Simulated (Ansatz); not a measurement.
Mulliken charges of ClFSb, SMILES `[F][Sb][Cl]` radical from PBE/def2-TZVPP in Ansatz (PBE0-D4/def2-TZVP geometry).

```
atom   x (Å)   y (Å)   z (Å)  charge (e)
  F1  -0.879   1.232  -0.348      -0.401
 Sb2  -0.601  -0.658  -0.367       0.703
 Cl3   1.469  -0.638   0.702      -0.302
```

Problem. By hand: the dipole of these point charges (1 e Å = 4.8032 D).

Solution. Σ q r = (-0.514, -0.764, -0.330) e Å, of length 0.978 e Å = 4.70 D.

Problem. How does the dipole of the full density compare? (Estimate.)

Solution. The calculation gave: (-0.276, -0.446, -0.181) e Å, 2.67 D; the point charges give 1.76 times that, at 2° from its direction.

Point charges leave out the atoms' own dipoles, such as those of lone pairs, and Mulliken's split depends on the basis, so the two needn't agree.
